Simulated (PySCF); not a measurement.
NICS in rings of unrelated molecules.

NICS = −σ at a ghost point: NICS(0) at the centroid of the ring atoms, NICS(1) 1 Å to either side along the normal of their mean plane, zz for the tensor component along that normal. Level: GIAO PBE0/pcSseg-1 (PySCF, non-relativistic, gas phase) on the GFN2-xTB geometries, one conformer each. Atom numbers follow the mapped SMILES.

Question: Order these rings by mean NICS(1)zz, lowest (most negative) first (ppm).
A. ring C4–C5–P6 in `[CH3:1][CH:2]([CH3:3])[C:4]1=[CH:5][PH2+:6]1` (charge +1)
B. ring P3–C4–C5 in `[CH3:1][CH2:2][P@H+:3]1[CH:4]=[C:5]1[CH3:6]` (charge +1)
C. ring C3–C4–C5–P6–C8 in `[CH3:1][CH2:2][c:3]1[cH:4][cH:5][p:6]([CH3:7])[c:8]1[CH3:9]`
D. ring C4–C5–C6–C7 in `[CH3:1][S:2][SiH2:3][CH:4]1[CH2:5][CH2:6][CH2:7]1`
E. ring C4–C5–C6–C7–N8–C9 in `[O:1]=[CH:2][O:3][c:4]1[cH:5][cH:6][cH:7][n:8][cH:9]1`
F. ring N3–C4–C5–N6–N8 in `[CH3:1][CH2:2][n:3]1[cH:4][cH:5][n+:6]([CH3:7])[n:8]1` (charge +1)
G. ring C6–C7–C8 in `[F:1][SiH2:2][S:3][Si@H:4]([F:5])[CH:6]1[CH2:7][CH2:8]1`

Answer: F (-30.7), E (-28.1), G (-23.2), A (-20.2), B (-17.5), C (-9.3), D (6.0).

```tsv
SMILES	ring	NICS(0)	NICS(1)	NICS(1)zz	HOMA	rms pucker (Å)	ring atoms with four or more neighbours
CCn1cc[n+](C)n1	5-membered ring with 3 N; formal bonds all aromatic	-14.1	-12.4	-30.7	0.97	0.00	0
O=COc1cccnc1	6-membered ring with N; formal bonds all aromatic	-8.7	-11.2	-28.1	0.99	0.00	0
F[SiH2]S[Si@H](F)C1CC1	3-membered carbocycle; formal bonds all single	-44.6	-8.4	-23.2	–	0.00	3
CC(C)C1=C[PH2+]1	3-membered ring with P; formal bonds 1 double, 2 single	-41.9	-10.9	-20.2	–	0.00	1
CC[P@H+]1C=C1C	3-membered ring with P; formal bonds 1 double, 2 single	-25.9	-10.6	-17.5	–	0.00	1
CCc1ccp(C)c1C	5-membered ring with P; bonds drawn aromatic by RDKit's count	-3.8	-5.6	-9.3	0.01	0.04	0
CS[SiH2]C1CCC1	4-membered carbocycle; formal bonds all single	2.3	0.8	6.0	–	0.06	4
```

NICS(0) gives another order. The isotropic NICS(1) gives another order. HOMA uses Krygowski's 1993 parameters; it is left out where a ring has a four-coordinate atom, a triple bond, no multiple bond or a kind of bond without parameters. NICS(1) and NICS(1)zz are means over the two faces.
